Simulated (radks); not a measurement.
Values are calculated unless marked as measured or tabulated.
Valence configurations of Nb I (all share [Kr]). Code: a radial shooting solver on a logarithmic mesh with Libxc functionals. Model: scalar-relativistic Kohn-Sham, BLYP, spin-polarised, spherical densities, point nucleus; open shells are filled with parallel spins first (spin-orbit coupling, left out, can overturn this in heavy ions). Energies are relative to 4d4 5s1; eigenvalues in eV for spin up.

[
 {"valence": "4d4 5s1", "E (eV)": "0.000", "moment (Bohr magnetons)": "5", "e(4d)": "-3.421", "e(5p)": "-", "e(5s)": "-4.264"},
 {"valence": "4d3 5s2", "E (eV)": "0.674", "moment (Bohr magnetons)": "3", "e(4d)": "-5.039", "e(5p)": "-", "e(5s)": "-4.811"},
 {"valence": "4d5", "E (eV)": "1.169", "moment (Bohr magnetons)": "5", "e(4d)": "-2.210", "e(5p)": "-", "e(5s)": "-"},
 {"valence": "4d3.5 5s1 5p0.5", "E (eV)": "1.324", "moment (Bohr magnetons)": "5", "e(4d)": "-4.768", "e(5p)": "-1.701", "e(5s)": "-5.039"},
 {"valence": "4d4 5s0.5 5p0.5", "E (eV)": "1.561", "moment (Bohr magnetons)": "5", "e(4d)": "-4.016", "e(5p)": "-1.526", "e(5s)": "-4.690"},
 {"valence": "4d3 5s1 5p1", "E (eV)": "3.081", "moment (Bohr magnetons)": "5", "e(4d)": "-6.150", "e(5p)": "-2.184", "e(5s)": "-5.783"},
 {"valence": "4d4 5p1", "E (eV)": "3.163", "moment (Bohr magnetons)": "5", "e(4d)": "-4.564", "e(5p)": "-1.826", "e(5s)": "-"},
 {"valence": "4d2 5s2 5p1", "E (eV)": "5.249", "moment (Bohr magnetons)": "3", "e(4d)": "-8.062", "e(5p)": "-2.480", "e(5s)": "-6.381"},
 {"valence": "4d2 5s1 5p2", "E (eV)": "8.001", "moment (Bohr magnetons)": "5", "e(4d)": "-8.995", "e(5p)": "-3.103", "e(5s)": "-7.209"},
 {"valence": "4d1 5s1 5p3", "E (eV)": "14.896", "moment (Bohr magnetons)": "5", "e(4d)": "-11.889", "e(5p)": "-3.990", "e(5s)": "-8.574"}
]

NIST lists [Kr] 4d4 5s1 as the ground configuration; this level of theory agrees among the configurations tried. The energies are those of spherical high-spin densities, not of single terms.
